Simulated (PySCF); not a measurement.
Screening by computed properties: pick the candidate that meets the target.

Species are written as SMILES; each is one conformer at its optimised geometry, gas phase, non-relativistic unless stated; the electronic structure was computed with PySCF and density fitting.

Dipoles, sizes and rotational constants follow the conformer. The torsions of the flexible species, by atom-mapped SMILES:
- `[CH3:1][NH:2][c:3]1[cH:4][cH:5][s:6][cH:7]1`: C1–N2–C3–C4 28°
- `[CH3:1][O:2][C:3]1=[CH:4][Si@H:5]([F:6])[CH2:7][O:8]1`: C1–O2–C3–C4 178°
- `[O:1]=[C:2]([O:3][CH:4]1[CH2:5][CH2:6]1)[SiH2:7][F:8]`: O1–C2–O3–C4 0°, C2–O3–C4–C5 146°, O1–C2–Si7–F8 172°
- `[CH3:1][CH2:2][CH2:3][P@@:4]([CH3:5])(=[O:6])[OH:7]`: C1–C2–C3–P4 -60°, C2–C3–P4–C5 -51°, H–O7–P4–C3 -128°
- `[H]/[N:7]=[CH:6]\[CH:5]=[N:4]\[CH:2]([CH3:1])[CH3:3]`: C1–C2–N4–C5 120°, N4–C5–C6–N7 -2°
- `[CH:1]#[C:2][C:3](=[S:4])[N:5]([CH3:6])[CH3:7]`: C2–C3–N5–C6 0°
- `[CH3:1][O:2][C@@:3]1([F:4])[SiH2:5][C@H:6]1[CH:7]=[O:8]`: C1–O2–C3–F4 65°, Si5–C6–C7–O8 30°
- `[O:1]=[C:2]([OH:3])[C@@H:4]1[CH2:5][SiH2:6][C@@H:7]1[F:8]`: O1–C2–C4–C5 -129°, H–O3–C2–O1 -4°

The conformers of `FC1=CC[C@@H](F)[C@]1(F)Cl` and `CC1=NNC[C@H]1C` aren't listed.

(1) Wanted: smallest rotational constant above 1.4 GHz (GFN2-xTB) and HOMO–LUMO gap above 10 eV (CAM-B3LYP/def2-SVPD), at GFN2-xTB geometries. Which candidate meets both?
A. `CCC[P@@](C)(=O)O`
B. `COC1=C[Si@H](F)CO1`
C. `c1(ccsc1)NC`
D. `CC(/N=C/C=N\[H])C`
E. `O=C(OC1CC1)[SiH2]F`

(2) Wanted: HOMO energy below -9.3 eV (CAM-B3LYP/def2-SVPD) and lowest triplet excitation (Tamm–Dancoff) above 3.5 eV (TDA CAM-B3LYP/def2-SVPD), at GFN2-xTB geometries. Which candidate meets both?
A. `FC1=CC[C@@H](F)[C@]1(F)Cl`
B. `[C@H]1(C)C(=NNC1)C`
C. `CO[C@@]1(F)[SiH2][C@H]1C=O`
D. `CNc1ccsc1`
E. `CN(C)C(C#C)=S`
F. `CCC[P@@](C)(=O)O`
G. `COC1=C[Si@H](F)CO1`

(3) Wanted: dipole moment above 4 D (CAM-B3LYP/def2-SVPD) and lowest singlet excitation below 4.5 eV (TDDFT CAM-B3LYP/def2-SVPD), at GFN2-xTB geometries. Which candidate meets both?
A. `c1c(NC)csc1`
B. `O=C(OC1CC1)[SiH2]F`
C. `[H]/N=C\C=N\C(C)C`
D. `O=C(O)[C@@H]1C[SiH2][C@@H]1F`
E. `COC1=C[Si@H](F)CO1`
F. `C([P@](C)(O)=O)CC`
G. `C#CC(=S)N(C)C`

Answers

(1) A. Computed values:
```csv
species,smallest rotational constant,HOMO–LUMO gap
O=C(OC1CC1)[SiH2]F,0.789 GHz,9.76 eV
COC1=C[Si@H](F)CO1,0.885 GHz,9.00 eV
c1(ccsc1)NC,1.194 GHz,7.71 eV
CC(/N=C/C=N\[H])C,1.263 GHz,8.31 eV
CCC[P@@](C)(=O)O,1.464 GHz,10.24 eV
```

(2) A. Computed values:
```csv
species,HOMO energy,lowest triplet excitation (Tamm–Dancoff)
FC1=CC[C@@H](F)[C@]1(F)Cl,-9.40 eV,4.16 eV
CCC[P@@](C)(=O)O,-9.20 eV,7.30 eV
CO[C@@]1(F)[SiH2][C@H]1C=O,-8.58 eV,3.66 eV
COC1=C[Si@H](F)CO1,-7.92 eV,4.39 eV
CN(C)C(C#C)=S,-7.35 eV,2.55 eV
[C@H]1(C)C(=NNC1)C,-7.15 eV,3.78 eV
CNc1ccsc1,-6.84 eV,3.40 eV
```

(3) G. Computed values:
| species | dipole moment | lowest singlet excitation |
| --- | --- | --- |
| O=C(OC1CC1)[SiH2]F | 0.99 D | 5.15 eV |
| c1c(NC)csc1 | 1.90 D | 4.85 eV |
| COC1=C[Si@H](F)CO1 | 2.69 D | 5.94 eV |
| C([P@](C)(O)=O)CC | 2.95 D | 7.49 eV |
| O=C(O)[C@@H]1C[SiH2][C@@H]1F | 3.11 D | 5.80 eV |
| [H]/N=C\C=N\C(C)C | 3.35 D | 4.12 eV |
| C#CC(=S)N(C)C | 4.65 D | 2.84 eV |
